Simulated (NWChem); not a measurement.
System meant: CH$_{4}$F$_{3}$NSi; SMILES CN[Si](F)(F)F

Input file for NWChem:

```
start job
memory heap 200 mb stack 900 mb global 1100 mb
geometry units angstroms noautoz
  C     -0.080069     2.385538     0.073276
  N      0.667999     1.146967     0.132284
  Si     0.031086    -0.402455     0.001437
  F     -0.675990    -0.992404     1.316055
  F      1.207011    -1.426717    -0.360431
  F     -1.107945    -0.443569    -1.124940
  H     -0.245522     2.838677     1.066259
  H     -1.065735     2.202835    -0.379009
  H      0.428232     3.127004    -0.563700
  H      1.647631     1.241111     0.374327
end
basis spherical
  * library def2-svp
end
dft
  odft
  mult 2
  xc b3lyp
  iterations 150
  mulliken
end
task dft energy
```

End of the output:

```
                                 NWChem DFT Module
                                 -----------------

 Summary of "ao basis" -> "ao basis" (spherical)
 ------------------------------------------------------------------------------
       Tag                 Description            Shells   Functions and Types
 ---------------- ------------------------------  ------  ---------------------
 C                          def2-svp                 6       14   3s2p1d
 N                          def2-svp                 6       14   3s2p1d
 Si                         def2-svp                 8       18   4s3p1d
 F                          def2-svp                 6       14   3s2p1d
 H                          def2-svp                 3        5   2s1p

 Summary of "ao basis" -> "ao basis" (spherical)
 ------------------------------------------------------------------------------
       Tag                 Description            Shells   Functions and Types
 ---------------- ------------------------------  ------  ---------------------
 C                          def2-svp                 6       14   3s2p1d
 N                          def2-svp                 6       14   3s2p1d
 Si                         def2-svp                 8       18   4s3p1d
 F                          def2-svp                 6       14   3s2p1d
 H                          def2-svp                 3        5   2s1p

  number of electrons :                   58
  multiplicity        :                    2
 ------------------------------------------------------------------------
  no. of electrons and multiplicity not compatible                  58
 ------------------------------------------------------------------------
 ------------------------------------------------------------------------
  current input line :
    25: task dft energy
 ------------------------------------------------------------------------
 ------------------------------------------------------------------------
 There is an error in the input file
 ------------------------------------------------------------------------
 For more information see the NWChem manual at https://nwchemgit.github.io

0: no. of electrons and multiplicity not compatible:Received an Error in Communication
```

Question: Find the fault in this run and fix the input.

Answer: The program refused the input. Cause: the multiplicity doesn't fit the number of electrons (an even count wants an odd multiplicity, and the reverse). This input runs:
```
start job
memory heap 200 mb stack 900 mb global 1100 mb
geometry units angstroms noautoz
  C     -0.080069     2.385538     0.073276
  N      0.667999     1.146967     0.132284
  Si     0.031086    -0.402455     0.001437
  F     -0.675990    -0.992404     1.316055
  F      1.207011    -1.426717    -0.360431
  F     -1.107945    -0.443569    -1.124940
  H     -0.245522     2.838677     1.066259
  H     -1.065735     2.202835    -0.379009
  H      0.428232     3.127004    -0.563700
  H      1.647631     1.241111     0.374327
end
basis spherical
  * library def2-svp
end
dft
  xc b3lyp
  iterations 150
  mulliken
end
task dft energy
```
It converges to -684.12029 Ha (B3LYP/def2-SVP).
